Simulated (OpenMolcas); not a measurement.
## OpenMolcas run: Ba I

Input:

```
&GATEWAY
Coord
1

Ba 0.0 0.0 0.0
Basis=ANO-R3
Group=XYZ
NoMove
AngMom=0.0 0.0 0.0
AMFI
&SEWARD
* reference wave functions (RASSCF and RASSI steps not shown): 2 electrons in 8 orbitals (6s 6p 7s 7p)
>>> COPY JOB001 $Project.JobIph
&CASPT2
Multistate=1 1
Frozen=9 9
IPEA=0.2
Imaginary=0.4
MaxIter=60
WThr=0.0 0.3 0.05
PrWF=0.5
NoMix
>>> COPY JOB002 $Project.JobIph
&CASPT2
XMultistate=2 1 2
Frozen=9 9
IPEA=0.2
Imaginary=0.4
MaxIter=60
WThr=0.0 0.3 0.05
PrWF=0.5
NoMix
>>> COPY JOB003 $Project.JobIph
&CASPT2
XMultistate=3 1 2 3
Frozen=9 9
IPEA=0.2
Imaginary=0.4
MaxIter=60
WThr=0.0 0.3 0.05
PrWF=0.5
NoMix
...
```

Launched by
```bash
OMP_NUM_THREADS=1 MOLCAS_MEM=2252 MOLCAS_PROJECT=a pymolcas a.inp > a.log  # once for each step of the input, in one work folder
```

Output, cut to the results:

```
--- CASPT2 ---
Orbital specifications:
      -----------------------

      Symmetry species                           1   2
                                                ag  au
      Frozen orbitals                            9   9
      Inactive orbitals                          6   3
      Active orbitals                            2   6
      Secondary orbitals                        30  35
      Deleted orbitals                           0   0
      Number of basis functions                 47  53
Type of calculation                        SS-CASPT2
      Fock operator                              state-specific
      IPEA shift                                 0.20
      Real shift                                 0.00
      Imaginary shift                            0.40
      The input orbitals will be transformed to quasi-canonical
Reference energy:       -8131.5723807404
      E2 (Non-variational):      -0.3206737409
      Shift correction:          -0.0041425602
      E2 (Variational):          -0.3248163011
      Total energy:           -8131.8971970415
      Residual norm:              0.0000000438
      Reference weight:           0.92856
      Contributions to the CASPT2 correlation energy
      Active & Virtual Only:         -0.0000022953
      One Inactive Excited:          -0.0235878218
      Two Inactive Excited:          -0.2970836239
::    CASPT2 Root  1     Total energy:  -8131.89719704
--- CASPT2 ---
Orbital specifications:
      -----------------------

      Symmetry species                           1   2
                                                ag  au
      Frozen orbitals                            9   9
      Inactive orbitals                          6   3
      Active orbitals                            2   6
      Secondary orbitals                        30  35
      Deleted orbitals                           0   0
      Number of basis functions                 47  53
Type of calculation                        XMS-CASPT2
      Fock operator                              state-average
      IPEA shift                                 0.20
      Real shift                                 0.00
      Imaginary shift                            0.40
      The input orbitals will be transformed to quasi-canonical
      The input states will be rotated to diagonalize the Fock operator
Reference energy:       -8131.6838492450
      E2 (Non-variational):      -0.3264124557
      Shift correction:          -0.0046151022
      E2 (Variational):          -0.3310275579
      Total energy:           -8132.0148768029
      Residual norm:              0.0000002054
      Reference weight:           0.92574
      Contributions to the CASPT2 correlation energy
      Active & Virtual Only:         -0.0008546874
      One Inactive Excited:          -0.0292201861
      Two Inactive Excited:          -0.2963375823
Reference energy:       -8131.5638526346
      E2 (Non-variational):      -0.3196309702
      Shift correction:          -0.0042900368
      E2 (Variational):          -0.3239210070
      Total energy:           -8131.8877736416
      Residual norm:              0.0000002034
      Reference weight:           0.92859
      Contributions to the CASPT2 correlation energy
      Active & Virtual Only:         -0.0004551564
      One Inactive Excited:          -0.0220302524
      Two Inactive Excited:          -0.2971455614
::    XMS-CASPT2 Root  1     Total energy:  -8132.01580610
::    XMS-CASPT2 Root  2     Total energy:  -8131.88684434
--- CASPT2 ---
Orbital specifications:
      -----------------------

      Symmetry species                           1   2
                                                ag  au
      Frozen orbitals                            9   9
      Inactive orbitals                          6   3
      Active orbitals                            2   6
      Secondary orbitals                        30  35
      Deleted orbitals                           0   0
      Number of basis functions                 47  53
Type of calculation                        XMS-CASPT2
      Fock operator                              state-average
      IPEA shift                                 0.20
      Real shift                                 0.00
      Imaginary shift                            0.40
      The input orbitals will be transformed to quasi-canonical
      The input states will be rotated to diagonalize the Fock operator
Reference energy:       -8131.6069289216
      E2 (Non-variational):      -0.3189878595
      Shift correction:          -0.0040013323
      E2 (Variational):          -0.3229891918
      Total energy:           -8131.9299181134
      Residual norm:              0.0000002820
      Reference weight:           0.92986
      Contributions to the CASPT2 correlation energy
      Active & Virtual Only:         -0.0002162790
      One Inactive Excited:          -0.0228486436
      Two Inactive Excited:          -0.2959229369
Reference energy:       -8131.6069289216
      E2 (Non-variational):      -0.3189878836
      Shift correction:          -0.0040013362
      E2 (Variational):          -0.3229892197
      Total energy:           -8131.9299181413
      Residual norm:              0.0000002820
      Reference weight:           0.92986
      Contributions to the CASPT2 correlation energy
      Active & Virtual Only:         -0.0002162790
      One Inactive Excited:          -0.0228486592
      Two Inactive Excited:          -0.2959229453
::    XMS-CASPT2 Root  1     Total energy:  -8131.92992431
::    XMS-CASPT2 Root  2     Total energy:  -8131.92991814
::    XMS-CASPT2 Root  3     Total energy:  -8131.92990083
--- CASPT2 ---
Orbital specifications:
      -----------------------

      Symmetry species                           1   2
                                                ag  au
      Frozen orbitals                            9   9
      Inactive orbitals                          6   3
...
```

In XMS-CASPT2 the single-state energies belong to rotated reference states; over a whole degenerate manifold the rotation is arbitrary, and only the multistate roots count.

Levels above the lowest, from the spin-orbit matrix with the multistate effective Hamiltonian, averaged by term, added to it:

```csv
Configuration,Term,J,E (eV),Measured (eV),g,Term weight %
6s²,¹S,0,0.0000,0.0000,,100
6s 6p,³P°,0,2.199,1.5208,,100
6s 6p,³P°,1,2.263,1.5667,1.500,100
6s 6p,³P°,2,2.407,1.6756,1.501,100
```

Against the 3 measured excited levels shown (NIST Handbook of Basic Atomic Spectroscopic Data) the mean absolute deviation is 5700 cm-1; the largest miss in energy is 6s 6p ³P°₂: computed 2.407, measured 1.6756 eV (+43.6 %).

The run also gave levels led by 6s 7s, which use shells meant for correlation; these and all levels above them are left out. The ANO-R sets hold no well-fitted valence p shell for this element, so s → p excitations can come out far too high. Measured partners are found by configuration, term and J. A level has none where our copy of the source lacks it or the pairing is in doubt (some pairs that miss far off the trend of their configuration count as doubtful), and it then counts in no deviation. Only configurations of the active space appear. The first state left out of the spin-orbit step lies near 43000 cm-1 above the lowest spin-free state of the reference (among the parities and spins computed), and the list stops at four fifths of that energy or lower.

The term weight is that of the spin-free term in the level, not the purity of its configuration. ° marks odd parity.
